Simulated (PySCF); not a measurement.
A structure optimised at PBE-D3(BJ)/def2-SVP, used in a PySCF frequency run:

```
Sn
O 1 2.0030
H 2 0.9787 1 107.58
O 1 2.0030 2 108.07 3 -118.03
H 4 0.9787 1 107.58 2 -1.32
O 1 2.0030 2 108.07 3 -1.32
H 6 0.9787 1 107.58 2 -118.03
C 1 2.2276 2 110.84 3 120.32
F 8 1.3485 1 110.62 2 -64.94
F 8 1.3485 9 108.30 1 -121.39
F 8 1.3485 9 108.30 10 -117.23
```

Q: Write its SMILES, formula and point group.

A: [OH][Sn]([OH])([OH])[C](F)(F)F, CH3F3O3Sn, C3

Q: What are its rotational constants (standard atomic weights)?

A: 1.8526, 0.90887, 0.90887 GHz
